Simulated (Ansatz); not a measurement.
The cluster MgSe₂⁻. Total charge -1; doublet. Geometry PBE-D4/def2-TZVP, that of the neutral singlet; atoms count from 1.

Cartesian coordinates in Å:
```
Mg -0.645 -0.375 1.108
Se 0.859 1.170 0.091
Se -0.214 -0.795 -1.198
```

The structure comes from a short search, and lower isomers may exist.

(1) Estimate the Mulliken populations from the PBE0/def2-TZVPD orbitals of Ansatz.

(2) Where does the spin sit?

(3) And the Mayer bond orders between bonded heavy atoms (over 0.3)?

Results:

(1) 
| atom | charge (e) | spin (α − β) |
| --- | --- | --- |
| Mg1 | 0.09 | 0.96 |
| Se2 | -0.55 | 0.02 |
| Se3 | -0.55 | 0.02 |
Mulliken values and Mayer orders depend strongly on the basis. With diffuse functions, as here, like atoms can get unlike values, and bond orders can come out too low or too high.

(2) Summed by element: Mg 0.96, Se 0.04, of 1 unpaired in all. Largest on single atoms: Mg1 0.96, Se2 0.02, Se3 0.02.

(3) Mg1–Se2 0.60 (2.38 Å); Mg1–Se3 0.60 (2.38 Å); Se2–Se3 0.78 (2.58 Å).
